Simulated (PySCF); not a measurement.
C4H5 (SMILES [CH-]=CC=C), charge -1, singlet, geometry from GFN2-xTB; PySCF with DF-HF/pcseg-1.

Input for PySCF:
```python
from pyscf import gto, scf

mol = gto.M(
    atom='''
C     0.681378    1.872858    0.016450
C     0.625982    0.509039    0.003613
C    -0.527155   -0.342904   -0.002228
C    -0.546740   -1.686648   -0.014945
H    -0.390157    2.282348    0.022423
H     1.581379   -0.039362   -0.003452
H    -1.491252    0.172628    0.004542
H     0.366432   -2.267594   -0.022237
H    -1.467193   -2.262090   -0.018615
''',
    basis='pcseg-1',
    charge=-1,
    spin=0,
    verbose=4,
)

mf = scf.RHF(mol)
mf = mf.density_fit(auxbasis='def2-universal-jkfit')
mf.kernel()
mf.analyze()
```

Output, abridged:

```
PySCF version 2.14.0

[INPUT] verbose = 4
[INPUT] num. atoms = 9
[INPUT] num. electrons = 30
[INPUT] charge = -1
[INPUT] spin (= nelec alpha-beta = 2S) = 0
[INPUT] symmetry False subgroup None
[INPUT] Mole.unit = angstrom
[INPUT] Symbol           X                Y                Z      unit          X                Y                Z       unit  Magmom
[INPUT]  1 C      0.681378000000   1.872858000000   0.016450000000 AA    1.287617807304   3.539188690201   0.031085994749 Bohr   0.0
[INPUT]  2 C      0.625982000000   0.509039000000   0.003613000000 AA    1.182934538907   0.961944296722   0.006827580488 Bohr   0.0
[INPUT]  3 C     -0.527155000000  -0.342904000000  -0.002228000000 AA   -0.996178575195  -0.647994647018  -0.004210309806 Bohr   0.0
[INPUT]  4 C     -0.546740000000  -1.686648000000  -0.014945000000 AA   -1.033188861345  -3.187302788545  -0.028241956932 Bohr   0.0
[INPUT]  5 H     -0.390157000000   2.282348000000   0.022423000000 AA   -0.737289875582   4.313012640949   0.042373328891 Bohr   0.0
[INPUT]  6 H      1.581379000000  -0.039362000000  -0.003452000000 AA    2.988373209139  -0.074383399715  -0.006523334582 Bohr   0.0
[INPUT]  7 H     -1.491252000000   0.172628000000   0.004542000000 AA   -2.818057862710   0.326219641431   0.008583136058 Bohr   0.0
[INPUT]  8 H      0.366432000000  -2.267594000000  -0.022237000000 AA    0.692456123277  -4.285131621707  -0.042021839832 Bohr   0.0
[INPUT]  9 H     -1.467193000000  -2.262090000000  -0.018615000000 AA   -2.772592941879  -4.274730569117  -0.035177251809 Bohr   0.0

nuclear repulsion = 96.2818763955769
number of shells = 22
number of NR pGTOs = 135
number of NR cGTOs = 81
basis = pcseg-1
ecp = {}

******** <class 'pyscf.df.df_jk.DFRHF'> ********
method = DFRHF
initial guess = minao
damping factor = 0
level_shift factor = 0
DIIS = <class 'pyscf.scf.diis.CDIIS'>
diis_start_cycle = 1
diis_space = 8
diis_damp = 0
SCF conv_tol = 1e-09
SCF conv_tol_grad = None
SCF max_cycles = 50
direct_scf = False
Set gradient conv threshold to 3.16228e-05
Initial guess from minao.
******** <class 'pyscf.df.df.DF'> ********
auxbasis = def2-universal-jkfit
init E= -154.739737599694
  HOMO = -0.184008878985002  LUMO = 0.00951864688249104  gap/eV = 5.26615
cycle= 1 E= -154.144814063505  delta_E= 0.595  |g|= 0.407  |ddm|= 2.93
  HOMO = -0.00423579993890488  LUMO = 0.297221718668558  gap/eV = 8.20308
cycle= 2 E= -154.200646555217  delta_E= -0.0558  |g|= 0.206  |ddm|= 1.04
  HOMO = -0.0935253047738786  LUMO = 0.310049934070961  gap/eV = 10.98184
cycle= 3 E= -154.212991498344  delta_E= -0.0123  |g|= 0.0598  |ddm|= 0.413
  HOMO = -0.0938181133891068  LUMO = 0.311906603558267  gap/eV = 11.04033
cycle= 4 E= -154.214995172747  delta_E= -0.002  |g|= 0.0164  |ddm|= 0.148
  HOMO = -0.0931529505656361  LUMO = 0.315525905299654  gap/eV = 11.12072
cycle= 5 E= -154.215174752838  delta_E= -0.00018  |g|= 0.00733  |ddm|= 0.0477
  HOMO = -0.0952380304410439  LUMO = 0.314963584801668  gap/eV = 11.16215
cycle= 6 E= -154.215228226204  delta_E= -5.35e-05  |g|= 0.00307  |ddm|= 0.0298
  HOMO = -0.0952447024116751  LUMO = 0.315344704302917  gap/eV = 11.17271
cycle= 7 E= -154.21523564774  delta_E= -7.42e-06  |g|= 0.00102  |ddm|= 0.0115
  HOMO = -0.0952905723603752  LUMO = 0.315373164357184  gap/eV = 11.17473
cycle= 8 E= -154.215236232836  delta_E= -5.85e-07  |g|= 0.000226  |ddm|= 0.00287
  HOMO = -0.0953036106571284  LUMO = 0.315331699093831  gap/eV = 11.17396
cycle= 9 E= -154.215236286366  delta_E= -5.35e-08  |g|= 6.74e-05  |ddm|= 0.00113
  HOMO = -0.0952962203577751  LUMO = 0.31532790461173  gap/eV = 11.17365
cycle= 10 E= -154.215236290945  delta_E= -4.58e-09  |g|= 2.05e-05  |ddm|= 0.000382
  HOMO = -0.095294641776079  LUMO = 0.315326693183369  gap/eV = 11.17358
cycle= 11 E= -154.215236291291  delta_E= -3.46e-10  |g|= 6.29e-06  |ddm|= 0.000101
  HOMO = -0.0952941345175038  LUMO = 0.315326165707359  gap/eV = 11.17355
Extra cycle  E= -154.215236291311  delta_E= -2.07e-11  |g|= 2.85e-06  |ddm|= 1.53e-05
converged SCF energy = -154.215236291311
**** SCF Summaries ****
Total Energy =                        -154.215236291311498
Nuclear Repulsion Energy =              96.281876395576873
One-electron Energy =                 -403.596091095849488
Two-electron Energy =                  153.098978408961102
Two-electron Coulomb Energy =          175.702633302622985
DFT Exchange-Correlation Energy =      -22.603654893661883
HOMO-LUMO gap [eV] =                    11.173547497067037
**** MO energy ****
MO #1   energy= -11.0536496749938  occ= 2
MO #2   energy= -11.0298626675481  occ= 2
MO #3   energy= -10.9824644278702  occ= 2
MO #4   energy= -10.9647356157506  occ= 2
MO #5   energy= -0.887457876149314 occ= 2
MO #6   energy= -0.767289736357204 occ= 2
MO #7   energy= -0.605450993892473 occ= 2
MO #8   energy= -0.531669869867134 occ= 2
MO #9   energy= -0.422438834479294 occ= 2
MO #10  energy= -0.413554142349745 occ= 2
MO #11  energy= -0.326538981441907 occ= 2
MO #12  energy= -0.27804508335163  occ= 2
MO #13  energy= -0.244176803982446 occ= 2
MO #14  energy= -0.0964407483716506 occ= 2
MO #15  energy= -0.0952941345175038 occ= 2
MO #16  energy= 0.315326165707359  occ= 0
MO #17  energy= 0.32715580572994   occ= 0
MO #18  energy= 0.340144481664539  occ= 0
MO #19  energy= 0.378428581507183  occ= 0
MO #20  energy= 0.41074950476455   occ= 0
MO #21  energy= 0.427349445390738  occ= 0
MO #22  energy= 0.441177831363126  occ= 0
MO #23  energy= 0.585043862443183  occ= 0
 ** Mulliken pop on meta-lowdin orthogonal AOs  **
 ** Mulliken pop  **
 ** Mulliken atomic charges  **
charge of    0C =     -0.54065
charge of    1C =     -0.25043
charge of    2C =     -0.00707
charge of    3C =     -0.37470
charge of    4H =     -0.02287
charge of    5H =      0.02534
charge of    6H =      0.05829
charge of    7H =      0.05943
charge of    8H =      0.05268

WARN: System has nonzero charge -1; the dipole moment is origin-dependent.
Location of origin: [0. 0. 0.]

Dipole moment(X, Y, Z, Debye): -3.20755, -4.86047, -0.03989
```
